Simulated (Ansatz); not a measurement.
Born–Oppenheimer molecular dynamics of C$_{2}$H$_{11}$NSi (15 atoms, charge 0, multiplicity 1). It starts from a rough guess of a transition structure, not a stationary point.

Level of theory: UHF/def2-SVP in Ansatz 0.2.0.

| Property | Result |
| --- | --- |
| ensemble | NVE (velocity Verlet) |
| time step | 0.5 fs |
| steps asked | 150 |
| starting velocities drawn for | 600 K |
| seed | 514276 |

First frame:

```xyz
15
Properties=species:S:1:pos:R:3
Si -0.421 -0.224 -0.754
N 0.657 -1.350 0.690
H -0.703 -1.526 -1.367
H -1.518 0.549 -1.421
C 1.115 0.765 -1.262
H -0.141 -0.429 1.243
C -1.141 0.545 1.150
H 1.655 -1.272 0.824
H 0.381 -2.308 0.856
H 1.951 0.652 -0.582
H 0.892 1.823 -1.343
H 1.441 0.432 -2.240
H -2.120 0.087 1.238
H -0.767 0.694 2.173
H -1.281 1.562 0.796
```

Question: What does the run give?

Answer: The run went to its last step.

| Quantity | Value |
| --- | --- |
| steps done | 150 |
| time covered | 75 fs |
| mean temperature over the second half | 1927 K |
| spread of the potential energy over the second half | 28.8 meV per atom |
| mean potential energy of the second half above the start | -149.1 meV per atom |

The conserved energy stayed within 1.9 meV per atom of its start (net change -0.96 meV per atom), so there is no drift, though single steps change it by up to 33 meV in the whole system, a sign of fast motions only just resolved. The kinetic energy rose, since the run started high on the potential surface and went downhill. It ends in pieces (C2H8Si + H3N), so much of that is their flight and rotation, not heat. A run of 0.075 ps of so small a system gives no equilibrium averages. The orbitals were unrestricted but ended closed-shell.

Question: What happens to the structure?

Answer: The planned step would form Si1–C7, N2–H6 and break Si1–N2, H6–C7. These pairs go: Si1–C7 2.18 → 1.84 Å, N2–H6 1.34 → 1.07 Å, Si1–N2 2.13 → 5.13 Å, H6–C7 1.40 → 5.95 Å. In the last frame they stand as after the step (other bonds may differ from the relaxed reactants and products). It ends as C2H8Si + H3N. Pairs count as bonded within 1.25 times the sum of covalent radii (0.12 Å more for H–H). The details hang on the random start.

Question: How do temperature and energy run in time?

Answer: 
| time (fs) | T (K) | potential energy less start (eV) | conserved less start (meV/atom) |
| --- | --- | --- | --- |
| 0 | 600 | 0.000 | 0.00 |
| 2.5 | 498 | 0.174 | 0.14 |
| 5 | 917 | -0.535 | -0.15 |
| 7.5 | 576 | 0.065 | 1.69 |
| 10 | 1283 | -1.157 | -0.66 |
| 12.5 | 877 | -0.460 | 0.33 |
| 15 | 1776 | -1.991 | -1.02 |
| 17.5 | 1589 | -1.656 | 0.42 |
| 20 | 1755 | -1.944 | -0.19 |
| 22.5 | 1510 | -1.526 | 0.23 |
| 25 | 2236 | -2.766 | -1.12 |
| 27.5 | 1950 | -2.271 | -0.19 |
| 30 | 1807 | -2.028 | -0.03 |
| 32.5 | 1460 | -1.441 | 0.24 |
| 35 | 1867 | -2.156 | -1.81 |
| 37.5 | 2025 | -2.422 | -1.84 |
| 40 | 1673 | -1.801 | 0.20 |
| 42.5 | 2049 | -2.438 | -0.15 |
| 45 | 1943 | -2.247 | 0.71 |
| 47.5 | 2288 | -2.850 | -0.92 |
| 50 | 1598 | -1.671 | 0.36 |
| 52.5 | 2133 | -2.593 | -1.17 |
| 55 | 1608 | -1.689 | 0.28 |
| 57.5 | 1770 | -1.971 | -0.29 |
| 60 | 1513 | -1.529 | 0.30 |
| 62.5 | 1986 | -2.353 | -1.57 |
| 65 | 2069 | -2.489 | -1.34 |
| 67.5 | 1757 | -1.941 | 0.16 |
| 70 | 2161 | -2.629 | -0.37 |
| 72.5 | 1916 | -2.198 | 0.94 |
| 75 | 2329 | -2.920 | -0.96 |

Time of the run: 5.2 min on 2 threads of Arm Neoverse V1, with other jobs on the host, peak memory 0.3 GiB.
